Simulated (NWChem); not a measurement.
**Basis-set convergence for H₂FNSi**

```xyz
5

Si    -0.1471    -0.6281     0.0000
F     -1.1920     0.6444     0.0000
N      1.3131     0.2688     0.0000
H      1.3676     1.2848     0.0000
H      2.2273    -0.1719     0.0000
```
Charge 0, spin multiplicity 1.

The numbers come from NWChem runs, not from measurements. All single points use one geometry, from PBE0/def2-SVP, a minimum by its harmonic frequencies. It is one conformer; others weren't searched.

Quantity: vertical ionisation energy at the level ΔPBE (Δ: difference of total energies, the cation a doublet at the parent's geometry with its hole in an orbital of symmetry a' (Cs labels); it is the state that the SCF runs reached, from PBE0 orbitals for Hartree-Fock references, and need not be the lowest).

The Pople sets run with spherical d functions. The structure started from a generated list of species. The stability of the SCF solutions was not checked.

Costs are rough ratios of processor time within this set of runs, SCF included, with STO-3G as 1.

| basis | functions | vertical ionisation energy (eV) | relative cost |
|---|---|---|---|
| STO-3G | 21 | 6.16 | 1 |
| 3-21G | 35 | ? | under 3 |
| cc-pVDZ | 56 | ? | 4 |
| pcseg-1 | 56 | 9.60 | under 3 |
| 6-31+G* | 62 | 9.65 | 3 |
| aug-cc-pVDZ | 91 | ? | 5 |
| aug-pcseg-1 | 91 | 9.66 | 5 |
| def2-QZVP | 244 | 9.59 | 100 |

Problem. Some entries are withheld; supply them.

Solution. 
- 3-21G, vertical ionisation energy (eV): 9.24
- cc-pVDZ, vertical ionisation energy (eV): 9.42
- aug-cc-pVDZ, vertical ionisation energy (eV): 9.62
